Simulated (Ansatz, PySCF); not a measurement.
Molecule (SMILES): BN (BH2-NH2).
Geometry (B3LYP-D3(BJ)/def2-TZVP, fixed):
```
B
N 1 1.3876
H 2 1.0069 1 123.31
H 2 1.0069 3 113.37 1 180.00
H 1 1.1928 2 119.04 3 0.00
H 1 1.1928 5 121.92 2 180.00
```
Charge 0, spin multiplicity 1.

Near-linear dependence at PBE0/aug-cc-pVTZ with PySCF (spherical functions, density fitting): canonical orthogonalisation drops combinations whose overlap eigenvalue lies under the threshold. The set has 184 functions.

```csv
threshold,orbitals kept,energy minus last row (mEh),SCF cycles
1e-3,174,10.843,8
1e-4,183,0.011,8
1e-5,184,0.000,8
1e-6,184,0.000,8
1e-7,184,0.000,8
1e-9,184,0.000,8
```

The smallest overlap eigenvalue is 9.8e-05. Ansatz (a program for electronic structure) at its default drops 0 functions.
